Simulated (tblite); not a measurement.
Species: C₆H₃F₂O (doublet state).
Z-matrix (Å and degrees, GFN2-xTB geometry), rows numbered from 1:
```
O 
C   1  1.3475
C   2  1.3700  1  125.21
C   3  1.3631  2  124.65  1  -179.98
F   4  1.3406  3  122.05  2  -179.95
C   4  1.3927  3  118.83  2     0.06
C   6  1.3819  4  119.12  3    -0.06
C   7  1.3799  6  120.34  4     0.03
F   8  1.3439  2  118.55  1    -0.07
H   1  0.9649  2  110.00  3    -0.13
H   6  1.0781  4  118.89  3   179.99
H   7  1.0784  6  120.90  4  -179.98
```

Computed values, GFN2-xTB/tblite, gas phase, harmonic and unscaled. This tight-binding method is rough: wavenumbers can miss measured ones by several per cent, in bad cases by 10 to 20. One conformer, not necessarily the lowest. Open shells enter through the occupations alone, without spin polarisation, and single modes of such species can be off by tens of per cent.

Harmonic wavenumbers (cm⁻¹): 128.4, 211.6, 254.8, 315.5, 332.1, 395.6, 411.8, 462.5, 476.1, 545.4, 551.0, 610.2, 705.1, 786.4, 787.4, 869.8, 975.3, 1072.6, 1137.7, 1172.0, 1196.0, 1284.2, 1320.3, 1418.5, 1481.0, 1514.2, 1619.6, 3101.4, 3113.2, 3516.1.

A = 3228, B = 1286, C = 919.7 MHz; mass 129.015 u (most abundant isotopes); point group Cs, symmetry number 1; spin multiplicity 2.

Task: Zero-point energy?

Result: Half the sum of the wavenumbers: 15883 cm⁻¹ = 45.41 kcal/mol.

Task: Entropy at 273.15 K, 1 bar (ideal gas, RRHO, classical rotation)?

Result: Translation 40.07, rotation 28.56, vibration 13.63, spin (R ln 2) 1.38: S = 83.6 cal/(mol K).

Task: And Cp and H(273.15 K) − H(0)?

Result: Cp = 28.34 cal/(mol K), of which vibrations give 20.39 (their classical limit is 30 R = 59.6); H(273.15 K) − H(0) = 4.55 kcal/mol without the zero-point energy, 2.37 from vibrations.

Task: Blend soft modes into free rotors: weight 1/[1 + (100 cm⁻¹/ν̃)⁴] for the oscillator and the rest for a rotor with moment μB/(μ + B), μ = h/(8π²ν), B = 10⁻⁴⁴ kg m². What vibrational entropy results?

Result: 13.58 cal/(mol K) in place of 13.63, which changes −T·S at 273.15 K by +0.01 kcal/mol.

Task: Which modes carry the vibrational entropy at 273.15 K?

Result: 128.4 cm⁻¹: 2.80; 211.6 cm⁻¹: 1.87; 254.8 cm⁻¹: 1.55; 315.5 cm⁻¹: 1.19; 332.1 cm⁻¹: 1.11; 395.6 cm⁻¹: 0.85 cal/(mol K); the other 24 give 4.25 together.

Hindered rotation and anharmonicity are outside this model. Other conformers, if any are populated, would add a mixing term that is left out.
